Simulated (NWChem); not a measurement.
Program: NWChem. System: hydrogen telluride (H$_{2}$Te), charge 0, spin multiplicity 1, at a geometry optimised with PBE0/def2-SVP with def2 effective core potentials on Te. Level: G0W0@PBE0/def2-TZVP with def2 effective core potentials on Te, RI basis def2-tzvp-rifit, no spin-orbit coupling.

The NWChem input:

```
start mol
memory heap 200 mb stack 700 mb global 1700 mb
geometry units angstroms nocenter noautoz
  Te     0.000000     0.000000    -0.043462
  H     -1.178841     0.000000     1.130018
  H      1.178841     0.000000     1.130018
  symmetry group C2v
end
basis spherical
  * library def2-tzvp
end
ecp
  Te library def2-ecp
end
basis "ri basis" bse spherical
  * library def2-tzvp-rifit
end
dft
  xc pbe0
  iterations 100
  direct
  tolerances tight
end
task dft energy
gw
  states alpha occ 4 vir 2
end
task dft gw
```

Output (cleaned and shortened):

```
             Northwest Computational Chemistry Package (NWChem) 7.3.0
             --------------------------------------------------------

                                NWChem Input Module
                                -------------------

 Scaling coordinates for geometry "geometry" by  1.889725989
 (inverse scale =  0.529177249)

 Turning off AUTOSYM since
 SYMMETRY directive was detected!

                             Geometry "geometry" -> ""
                             -------------------------

 Output coordinates in angstroms (scale by  1.889725989 to convert to a.u.)

  No.       Tag          Charge          X              Y              Z
 ---- ---------------- ---------- -------------- -------------- --------------
    1 Te                  52.0000     0.00000000     0.00000000    -0.04346200
    2 H                    1.0000    -1.17884100     0.00000000     1.13001800
    3 H                    1.0000     1.17884100     0.00000000     1.13001800

 Effective nuclear repulsion energy (a.u.)      33.3110211883

            Nuclear Dipole moment (a.u.)
            ----------------------------
        X                 Y               Z
 ---------------- ---------------- ----------------
     0.0000000000     0.0000000000     0.0000226767

      Symmetry information
      --------------------

 Group name             C2v
 Group number             16
 Group order               4
 No. of unique centers     2

      Symmetry unique atoms

     1    2


 Summary of "ao basis" -> "" (spherical)
 ------------------------------------------------------------------------------
       Tag                 Description            Shells   Functions and Types
 ---------------- ------------------------------  ------  ---------------------
 *                         def2-tzvp                  on all atoms

 Summary of "ri basis" -> "" (spherical)
 ------------------------------------------------------------------------------
       Tag                 Description            Shells   Functions and Types
 ---------------- ------------------------------  ------  ---------------------
 *                      def2-tzvp-rifit               on all atoms

                                 NWChem DFT Module
                                 -----------------

 Summary of "ao basis" -> "ao basis" (spherical)
 ------------------------------------------------------------------------------
       Tag                 Description            Shells   Functions and Types
 ---------------- ------------------------------  ------  ---------------------
 Te                        def2-tzvp                16       50   6s5p3d2f
 H                         def2-tzvp                 4        6   3s1p

 Summary of "ao basis" -> "ao basis" (spherical)
 ------------------------------------------------------------------------------
       Tag                 Description            Shells   Functions and Types
 ---------------- ------------------------------  ------  ---------------------
 Te                        def2-tzvp                16       50   6s5p3d2f
 H                         def2-tzvp                 4        6   3s1p

      Symmetry analysis of basis
      --------------------------

        a1         26
        a2          6
        b1         17
        b2         13

            General Information
            -------------------
          SCF calculation type: DFT
          Wavefunction type:  closed shell.
          No. of atoms     :     3
          No. of electrons :    26
[...]
   Bfn.  Coefficient  Atom+Function         Bfn.  Coefficient  Atom+Function
  ----- ------------  ---------------      ----- ------------  ---------------
    17      0.541430  1 Te py                11     -0.427948  1 Te py
    14      0.350829  1 Te py                20      0.295242  1 Te py
     8     -0.068783  1 Te py                33      0.026134  1 Te d -1

 Vector   14  Occ=0.000000D+00  E=-2.661646D-02  Symmetry=b1
              MO Center=  2.6D-16, -6.7D-16,  5.8D-02, r^2= 3.9D+00
   Bfn.  Coefficient  Atom+Function         Bfn.  Coefficient  Atom+Function
  ----- ------------  ---------------      ----- ------------  ---------------
    19      0.760751  1 Te px                53      0.725830  2 H  s
    59     -0.725830  3 H  s                 16      0.457605  1 Te px
    10     -0.271098  1 Te px                13      0.217881  1 Te px
    52      0.186317  2 H  s                 58     -0.186317  3 H  s
    25     -0.144635  1 Te d  1              35      0.112631  1 Te d  1

 Vector   15  Occ=0.000000D+00  E= 5.102286D-03  Symmetry=a1
              MO Center= -1.3D-14,  1.2D-15,  2.9D-01, r^2= 5.0D+00
   Bfn.  Coefficient  Atom+Function         Bfn.  Coefficient  Atom+Function
  ----- ------------  ---------------      ----- ------------  ---------------
     6      1.097015  1 Te s                 53     -1.041503  2 H  s
    59     -1.041503  3 H  s                 21      0.855138  1 Te pz
    18      0.418081  1 Te pz                 5      0.300978  1 Te s
     2      0.285534  1 Te s                  3     -0.254050  1 Te s
    12     -0.211184  1 Te pz                 1     -0.170276  1 Te s

 Vector   16  Occ=0.000000D+00  E= 1.316058D-01  Symmetry=b1
              MO Center= -2.0D-14,  2.8D-17,  8.4D-02, r^2= 7.3D+00
   Bfn.  Coefficient  Atom+Function         Bfn.  Coefficient  Atom+Function
  ----- ------------  ---------------      ----- ------------  ---------------
    19      1.431737  1 Te px                16     -1.235942  1 Te px
    10      0.233900  1 Te px                53     -0.168092  2 H  s
    59      0.168092  3 H  s                 35      0.071151  1 Te d  1
    52      0.071440  2 H  s                 58     -0.071440  3 H  s
    13     -0.043427  1 Te px                 7      0.037302  1 Te px

 center of mass
 --------------
 x =   0.00000000 y =   0.00000000 z =  -0.04824910

 moments of inertia (a.u.)
 ------------------
           9.760618768210           0.000000000000           0.000000000000
           0.000000000000          19.763457308990           0.000000000000
           0.000000000000           0.000000000000          10.002838540780

     Multipole analysis of the density
     ---------------------------------

     L   x y z        total         alpha         beta         nuclear
     -   - - -        -----         -----         ----         -------
     0   0 0 0     -0.000000    -13.000000    -13.000000     26.000000

     1   1 0 0     -0.000000     -0.000000     -0.000000      0.000000
     1   0 1 0     -0.000000     -0.000000     -0.000000      0.000000
     1   0 0 1      0.082458     -1.108620     -1.108620      2.299698

     2   2 0 0    -19.108024    -14.516599    -14.516599      9.925174
     2   1 1 0      0.000000      0.000000      0.000000      0.000000
     2   1 0 1      0.000000      0.000000      0.000000      0.000000
     2   0 2 0    -23.239830    -11.619915    -11.619915      0.000000
     2   0 1 1     -0.000000     -0.000000     -0.000000      0.000000
     2   0 0 2    -19.999932    -14.640950    -14.640950      9.281968

 Task  times  cpu:        4.4s     wall:        4.4s

                                NWChem Input Module
                                -------------------

                                 NWChem GW Module
                                 ----------------

                             ***********************
                             ***        GW       ***
                             ***********************

 Summary of "ri basis" -> "ri basis" (spherical)
 ------------------------------------------------------------------------------
       Tag                 Description            Shells   Functions and Types
 ---------------- ------------------------------  ------  ---------------------
 Te                     def2-tzvp-rifit             38      184   9s8p8d6f4g3h
 H                      def2-tzvp-rifit              7       15   4s2p1d

                 Memory Information
                 ------------------
          Available GA per process is          1700.0 MBs
          Available stack per process is        700.0 MBs
          Available heap per process is           0.0 MBs

          Peak memory in Initialization
              Peak GA per process is                  1.9 MBs
              Peak stack per process is               0.0 MBs
              Peak heap per process is                2.1 MBs
              Memory not in MA per process            0.0 MBs

          Peak memory in AFF Calculation
              Peak GA per process is                  5.6 MBs
              Peak stack per process is               3.1 MBs
              Peak heap per process is                0.0 MBs
              Memory not in MA per process            3.1 MBs

          Computing 2-center integrals
          Computing Inverse Cholesky factor
          Computing 3-center integrals
          Computing V_xc ...

 Grid integrated density:      25.999969400284
 Requested integration accuracy:   0.10E-05
          Computing Sigma_x
          Computing RPA polarizability
          Solving quasiparticle equations

                  Alpha Orbitals
          State     Energy (eV)     Error (eV)
          -----------------------------------
@GW        10        -18.790           0.004
@GW        11        -13.199           0.003
@GW        12        -11.676           0.005
@GW        13         -8.634           0.004
@GW        14          1.525           0.005
@GW        15          2.241           0.004

   Applying  -2.0666 eV scissor-shift to rest of particle states

   Applying   2.2493 eV scissor-shift to rest of hole states

     GW Timing Statistics
   ------------------------
   Init.   :          0.1s
     ERIs  :          0.3s
     Distr.:          0.0s
     Vxc   :          0.5s
   Sigma_x :          0.0s
   RPA     :          0.1s
   Wmn     :          0.0s
   Sigma_c :          0.0s
   GW total:          1.1s

 Task  times  cpu:        1.1s     wall:        1.1s

 Total times  cpu:        5.5s     wall:        5.5s
```
